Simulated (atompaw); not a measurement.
An all-electron radial function and its pseudo partner (Nd (Z = 60))

Columns: radius, all-electron u(r) and pseudo u(r) of the 6s shell (level -13.23 eV) of neodymium in the configuration [Xe] 4f4 5d0 6s0 6p0; PBEsol, scalar-relativistic, PAW (atompaw) scheme, atompaw 4.2.0.5.

```csv
r (bohr),all-electron,pseudo
0.150,-0.0905,0.0273
0.300,0.0005,0.0547
0.450,0.1967,0.0823
0.600,0.1232,0.1104
0.750,-0.0650,0.1389
0.900,-0.2263,0.1680
1.050,-0.3109,0.1977
1.200,-0.3191,0.2283
1.350,-0.2689,0.2596
1.500,-0.1809,0.2918
1.650,-0.0728,0.3247
1.800,0.0419,0.3583
1.950,0.1540,0.3924
2.100,0.2574,0.4265
2.250,0.3485,0.4602
2.400,0.4256,0.4929
2.550,0.4884,0.5237
2.700,0.5373,0.5517
2.850,0.5734,0.5758
3.000,0.5979,0.5949
3.150,0.6122,0.6080
3.300,0.6176,0.6144
3.450,0.6154,0.6138
3.600,0.6068,0.6063
3.750,0.5928,0.5928
3.900,0.5746,0.5746
```

Task: How many radial nodes do the two functions have?

Result: The all-electron 6s function has n − l − 1 = 5 (the table is too coarse to show those close to the nucleus); the pseudo-wave has 0, since the states of the same l below it are removed with the core.

Task: Where does each function peak?

Result: Outermost all-electron maximum near 3.30 bohr, pseudo maximum near 3.30 bohr (to the table’s step).

Task: Is the pseudo-wave norm-conserving?

Result: No, it belongs to a PAW set: the norm inside the radius is not constrained, and the difference is carried by the augmentation charge.
